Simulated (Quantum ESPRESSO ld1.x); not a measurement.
Q: These are the eigenvalues of the occupied orbitals of an atom or ion with whole-number occupations (Ry). All-electron calculation, Dirac Kohn-Sham, PBE, spin-unpolarised, spherical densities, point nucleus. Program: ld1.x of Quantum ESPRESSO 7.5.

1s1/2: -3616.99
2s1/2: -820.686
2p1/2: -798.502
2p3/2: -754.858

Which element is it, and in what charge state? The configuration may be excited. Open shells, if any, are shared by 2j + 1.

A: Z = 61, promethium, charge +52: Pm52+ in [He] 2s2 2p5. The list shows which subshells hold electrons but not how many an open one holds; the 1s level, -1808.5 hartree, gives Z - s = 60.1 by -(Z - s)^2/2, which with screening and relativity narrows Z to a few neighbours, and the depths of the outer levels then fix element, charge and occupations together.
